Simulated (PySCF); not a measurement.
Compound: CH10N2Si2.
SMILES with atom numbers: `[NH2:1][CH2:2][SiH2:3][NH:4][SiH3:5]` (hydrogens: H6, H7 on N1; H8, H9 on C2; H10, H11 on Si3; H12 on N4; H13, H14, H15 on Si5)

The same species was optimised twice, with GFN2-xTB and with PBE0-D3(BJ)/def2-SVP (PySCF), and the same property calculations (PySCF, gas phase) were run on both structures.

```csv
coordinate,GFN2-xTB,PBE0-D3(BJ)/def2-SVP,change
Si5–H14 (Å),1.463,1.498,+0.035
Si5–H13 (Å),1.464,1.495,+0.031
Si3–H11 (Å),1.472,1.503,+0.031
Si5–H15 (Å),1.468,1.498,+0.030
Si3–H10 (Å),1.467,1.497,+0.030
N4–H12 (Å),1.009,1.023,+0.014
C2–H9 (Å),1.092,1.104,+0.012
Si3–N4 (Å),1.724,1.735,+0.011
C2–Si3 (Å),1.906,1.895,-0.011
C2–H8 (Å),1.100,1.110,+0.010
N1–H6 (Å),1.014,1.019,+0.005
N4–Si5 (Å),1.730,1.733,+0.003
N1–H7 (Å),1.016,1.018,+0.002
N1–C2 (Å),1.460,1.459,-0.001
Si3–N4–H12 (°),113.5,108.6,-4.9
Si3–C2–H9 (°),110.3,105.8,-4.5
N4–Si5–H14 (°),107.8,111.6,+3.8
H13–Si5–H14 (°),112.1,109.0,-3.1
N4–Si3–H11 (°),110.0,112.9,+2.9
Si3–N4–Si5 (°),130.1,132.9,+2.8
N1–C2–H8 (°),112.8,115.6,+2.8
H14–Si5–H15 (°),109.3,106.6,-2.7
N1–C2–Si3–N4 (°),-41,-43,-2
C2–Si3–N4–Si5 (°),-169,-170,-1
```

Rotational constants: A = 6711, B = 1371, C = 1203 MHz (GFN2-xTB) against A = 6358, B = 1398, C = 1214 MHz (PBE0-D3(BJ)/def2-SVP). Point groups within 0.08 Å: C1 and C1.

On the GFN2-xTB structure: lowest singlet, TDDFT (eV) 5.92 [PBE0/def2-SVPD]; lowest triplet, Tamm–Dancoff (eV) 5.63 [PBE0/def2-SVPD]; isotropic polarisability (au) 82.8 [PBE0/def2-SVPD]; HOMO (eV) -7.00 [PBE0/def2-SVPD]; LUMO (eV) 0.19 [PBE0/def2-SVPD]; dipole (D) 1.92 [PBE0/def2-SVPD]; HOMO (eV) -6.90 [PBE0/pcSseg-1]; LUMO (eV) 0.45 [PBE0/pcSseg-1]; dipole (D) 1.96 [PBE0/pcSseg-1]; GIAO shielding of N1 (ppm) 245.5 [PBE0/pcSseg-1]; GIAO shielding of C2 (ppm) 156.4 [PBE0/pcSseg-1]; GIAO shielding of Si3 (ppm) 385.0 [PBE0/pcSseg-1]; GIAO shielding of N4 (ppm) 280.2 [PBE0/pcSseg-1]; GIAO shielding of Si5 (ppm) 406.6 [PBE0/pcSseg-1]; N1s of N1 (eV) 405.08 [delta-SCF UKS SCAN, pcX-2 on the ionised atom, pcseg-1 elsewhere, spin-free X2C]; C1s of C2 (eV) 290.84 [delta-SCF UKS SCAN, pcX-2 on the ionised atom, pcseg-1 elsewhere, spin-free X2C]; Si1s of Si3 (eV) 1846.37 [delta-SCF UKS SCAN, pcX-2 on the ionised atom, pcseg-1 elsewhere, spin-free X2C]; Si2p of Si3 (eV) 106.74 [delta-SCF UKS SCAN, pcX-2 on the ionised atom, pcseg-1 elsewhere, spin-free X2C]; N1s of N4 (eV) 403.69 [delta-SCF UKS SCAN, pcX-2 on the ionised atom, pcseg-1 elsewhere, spin-free X2C]; Si1s of Si5 (eV) 1846.55 [delta-SCF UKS SCAN, pcX-2 on the ionised atom, pcseg-1 elsewhere, spin-free X2C]; Si2p of Si5 (eV) 106.94 [delta-SCF UKS SCAN, pcX-2 on the ionised atom, pcseg-1 elsewhere, spin-free X2C].

Problem. What do these properties become on the PBE0-D3(BJ)/def2-SVP structure?

Solution. 
```csv
property,level,on GFN2-xTB,on PBE0-D3(BJ)/def2-SVP,change
"lowest singlet, TDDFT (eV)",PBE0/def2-SVPD,5.92,5.97,+0.05
"lowest triplet, Tamm–Dancoff (eV)",PBE0/def2-SVPD,5.63,5.67,+0.04
isotropic polarisability (au),PBE0/def2-SVPD,82.8,85.2,+2.4
HOMO (eV),PBE0/def2-SVPD,-7.00,-7.05,-0.05
LUMO (eV),PBE0/def2-SVPD,0.19,0.20,+0.01
dipole (D),PBE0/def2-SVPD,1.92,2.60,+0.68
"energy, GFN2-xTB geometry as zero (kcal/mol)",PBE0/def2-SVPD,0.0,-2.0,-2.0
HOMO (eV),PBE0/pcSseg-1,-6.90,-6.99,-0.09
LUMO (eV),PBE0/pcSseg-1,0.45,0.49,+0.04
dipole (D),PBE0/pcSseg-1,1.96,2.69,+0.73
"energy, GFN2-xTB geometry as zero (kcal/mol)",PBE0/pcSseg-1,0.0,-2.1,-2.1
GIAO shielding of N1 (ppm),PBE0/pcSseg-1,245.5,246.2,+0.7
GIAO shielding of C2 (ppm),PBE0/pcSseg-1,156.4,155.8,-0.6
GIAO shielding of Si3 (ppm),PBE0/pcSseg-1,385.0,384.5,-0.5
GIAO shielding of N4 (ppm),PBE0/pcSseg-1,280.2,275.0,-5.2
GIAO shielding of Si5 (ppm),PBE0/pcSseg-1,406.6,407.7,+1.1
N1s of N1 (eV),"delta-SCF UKS SCAN, pcX-2 on the ionised atom, pcseg-1 elsewhere, spin-free X2C",405.08,405.28,+0.20
C1s of C2 (eV),"delta-SCF UKS SCAN, pcX-2 on the ionised atom, pcseg-1 elsewhere, spin-free X2C",290.84,290.98,+0.14
Si1s of Si3 (eV),"delta-SCF UKS SCAN, pcX-2 on the ionised atom, pcseg-1 elsewhere, spin-free X2C",1846.37,1846.45,+0.08
Si2p of Si3 (eV),"delta-SCF UKS SCAN, pcX-2 on the ionised atom, pcseg-1 elsewhere, spin-free X2C",106.74,106.80,+0.06
N1s of N4 (eV),"delta-SCF UKS SCAN, pcX-2 on the ionised atom, pcseg-1 elsewhere, spin-free X2C",403.69,403.72,+0.03
Si1s of Si5 (eV),"delta-SCF UKS SCAN, pcX-2 on the ionised atom, pcseg-1 elsewhere, spin-free X2C",1846.55,1846.64,+0.09
Si2p of Si5 (eV),"delta-SCF UKS SCAN, pcX-2 on the ionised atom, pcseg-1 elsewhere, spin-free X2C",106.94,106.99,+0.05
```

The heavy atoms differ by 0.053 Å rms after alignment. Among all bonds Si5–H14 changes most (+0.035 Å). Changes are differences of the printed values. Neither structure is proved a minimum here.

The values belong to the conformer `[NH2:1][CH2:2][SiH2:3][NH:4][SiH3:5]`: N1–C2–Si3–N4 -43°, C2–Si3–N4–Si5 -170°, H–N1–C2–Si3 -73°, H–N1–C2–Si3 169°.
